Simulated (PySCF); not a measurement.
Cl²⁺ (chlorine, charge +2) across methods

[Ne] 3s1 3p4, high-spin 4P determinant (an excited configuration). Computed with PySCF 2.14 in aug-cc-pV(D+d)Z (5s4p3d, 32 functions), with no relativity, point nucleus.

```
   method  E (hartree)  mean ε 3s α (eV)  mean ε 3p α (eV)  mean ε 3p β (eV)  Σ⟨r²⟩ (bohr²)   ⟨S²⟩
     PW91    -458.3103           -46.995           -33.724           -30.236          15.91  3.751
  r2SCAN0    -458.3019           -50.946           -35.982           -31.339          15.97  3.753
      PBE    -458.1394           -46.949           -33.665           -30.172          15.93  3.751
     MN15    -458.2309           -49.491           -36.096           -32.603          15.75  3.750
BHandHLYP    -458.3275           -52.758           -37.106           -32.533          15.99  3.752
      LDA    -456.8118           -46.750           -33.613           -30.124          15.96  3.751
     PBE0    -458.1742           -50.017           -35.542           -31.355          15.94  3.751
      UHF   -457.73636           -58.452           -40.436           -33.409          16.14  3.755
```

Q: Estimate the same row for r2SCAN.

A: E (hartree) = -458.3075; mean ε 3s α (eV) = -48.324; mean ε 3p α (eV) = -34.312; mean ε 3p β (eV) = -30.190; Σ⟨r²⟩ (bohr²) = 15.96; ⟨S²⟩ = 3.752.
